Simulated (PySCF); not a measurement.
# Electron correlation in Mn²⁺ (manganese, charge +2)

[Ar] 3d4 4s1, high-spin 6D determinant (an excited configuration). All numbers are calculated (PySCF 2.14, the non-relativistic Hamiltonian (point nucleus), in dyall-av2z (16s12p7d2f, 101 functions)). Frozen: [Ar]; 5 electrons correlated; the 25 highest virtual orbitals of each spin left out.

| level | correlation energy (mhartree) |
| --- | --- |
| CCSD | -49.14 |
| (T) | -0.31 |
| CCSD(T) | -49.45 |

Diagnostics: T1 = 0.0041, D1 = 0.0081, largest double amplitude 0.014.

Cost of the coupled-cluster step: about 7 core-seconds, for 5 correlated electrons.
